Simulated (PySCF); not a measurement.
A structure optimised at PBE-D3(BJ)/def2-TZVP, used in a PySCF frequency run:

```xyz
3

F      0.0000    -1.3202     0.7521
As     0.0000     0.0000    -0.4103
F      0.0000     1.3202     0.7521
```
Charge 0, spin multiplicity 2.

**Question.** Write its SMILES, formula and point group.

**Answer.** F[As]F, AsF2, C2v

**Question.** What are its rotational constants (standard atomic weights)?

**Answer.** 14.837, 7.6315, 5.0394 GHz
